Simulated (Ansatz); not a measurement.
BFH4SiSn (`F[B]1[SiH2][SnH2]1`), 8 atoms. Charge 0, multiplicity 1. Correlated methods include outer-core shells of Sn, which these sets cover unevenly. Sn takes the def2 core potential. All runs use 2 threads of an Arm Neoverse V2 on a shared host. Correlated methods freeze the cores.

Problem. Give the basis size and wall time and peak host memory of each of these runs in Ansatz. RKS PBE0-D4/def2-TZVP frequencies; RKS r2SCANh-D4/def2-TZVPP energy; RHF-MP2/def2-QZVPP energy; RKS PBE0-D4/def2-SVP energy; RKS ωB97M-V/def2-QZVPP energy; RKS ωB97M-V/def2-SVP energy; RKS CAM-B3LYP-D4/def2-TZVPP energy; direct RPA on PBE orbitals/def2-TZVPP energy; RKS r2SCAN0-D4/def2-TZVPP energy; RHF-CCSD(T)/def2-TZVPP energy; RKS PBE0-D4/def2-TZVP relaxation (8 steps); RKS PBE-D4/def2-TZVPP energy and forces. (Estimate.)

Solution. Computed: Other jobs shared the machine, so times are rough.

```
                                level                   job  functions  wall time  peak host memory (GiB)
                 RKS PBE0-D4/def2-SVP                energy         92      1.6 s                    0.39
                RKS PBE-D4/def2-TZVPP     energy and forces        210      3.2 s                    0.24
          RKS CAM-B3LYP-D4/def2-TZVPP                energy        210      4.3 s                    0.53
            RKS r2SCAN0-D4/def2-TZVPP                energy        210        6 s                    0.49
            RKS r2SCANh-D4/def2-TZVPP                energy        210      6.5 s                    0.48
direct RPA on PBE orbitals/def2-TZVPP                energy        210      6.5 s                    0.47
                 RKS ωB97M-V/def2-SVP                energy         92        8 s                    0.39
                   RHF-MP2/def2-QZVPP                energy        386       21 s                     1.7
               RKS ωB97M-V/def2-QZVPP                energy        386       26 s                     1.3
                RKS PBE0-D4/def2-TZVP  relaxation (8 steps)        173       35 s                    0.42
                RKS PBE0-D4/def2-TZVP           frequencies        173    2.2 min                    0.41
               RHF-CCSD(T)/def2-TZVPP                energy        210    2.2 min                     3.1
```
